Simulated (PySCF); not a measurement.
BeCl2. Atoms are numbered in the order given.

```xyz
3

Be     0.0000     0.0000     0.0000
Cl     0.0000     0.0000    -1.8041
Cl     0.0000     0.0000     1.8041
```

Geometry: B3LYP-D3(BJ)/def2-TZVP. The isomer is the one that the SMILES or the coordinates give; other isomers of the formula were not compared.

Method: B3LYP/pcSseg-2 (PySCF).

GIAO shieldings, no solvent; atoms alike by connectivity are averaged. δ = σ(ref) − σ: ³⁵Cl against HCl (σ = 930.0 ppm), references at their B3LYP-D3(BJ)/def2-TZVP geometries, non-relativistic (without spin–orbit terms, shifts of atoms bonded to Cl or Br come out too high).

```tsv
nucleus	atoms	count	δ (ppm)
³⁵Cl	Cl2, Cl3	2	-33.3
```
